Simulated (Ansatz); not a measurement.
Start from `CC(O)(F)Br` and change one atom or group to get `OC(O)(F)Br`.

Ansatz, PBE0-D4/def2-TZVP geometries, multiplicity 1. Each molecule was computed in one conformer, which needn't be the lowest.

Scalar relativity is left out up to krypton. Spin–orbit coupling is left out; it splits and shifts lone-pair levels of the heavy atoms by tenths of an eV.

```tsv
property	`CC(O)(F)Br`
LUMO energy (PBE0/def2-TZVPP) / eV	-0.41
HOMO energy (B3LYP/def2-TZVPP) / eV	-7.95
HOMO–LUMO gap (ωB97M-V/def2-TZVPP) / eV	12.19
ideal-gas entropy at 298 K and 1 bar (rigid rotor, harmonic PBE0-D4/def2-TZVP) / J/(mol·K)	324
LUMO energy (B3LYP/def2-TZVPP) / eV	-0.72
size of the dipole moment (PBE/def2-TZVPP) / D	1.23
```

**Question.** What does the change do to each property? (Estimate.)

**Answer.** The calculation gave: 
```
                                                                                  property  `OC(O)(F)Br`  shift
                                                        LUMO energy (PBE0/def2-TZVPP) / eV         -0.49  -0.08
                                                       HOMO energy (B3LYP/def2-TZVPP) / eV         -8.13  -0.18
                                                   HOMO–LUMO gap (ωB97M-V/def2-TZVPP) / eV         12.28   0.09
ideal-gas entropy at 298 K and 1 bar (rigid rotor, harmonic PBE0-D4/def2-TZVP) / J/(mol·K)           319     -5
                                                       LUMO energy (B3LYP/def2-TZVPP) / eV         -0.83  -0.11
                                            size of the dipole moment (PBE/def2-TZVPP) / D          2.56   1.33
```

With PBE0 the HOMO falls by 0.18 eV and the LUMO falls by 0.08 eV, so the gap widens by about 0.10 eV. PBE moves the HOMO by -0.16 eV and ωB97M-V by -0.18 eV. The zero-point energy changes by -62.1 kJ/mol with -6 modes. Dipoles are sizes alone; their direction can turn.

Positive LUMOs are unbound, so they and the gaps depend on the basis.

B3LYP here is the variant with VWN-RPA as its local correlation; programs differ in this.
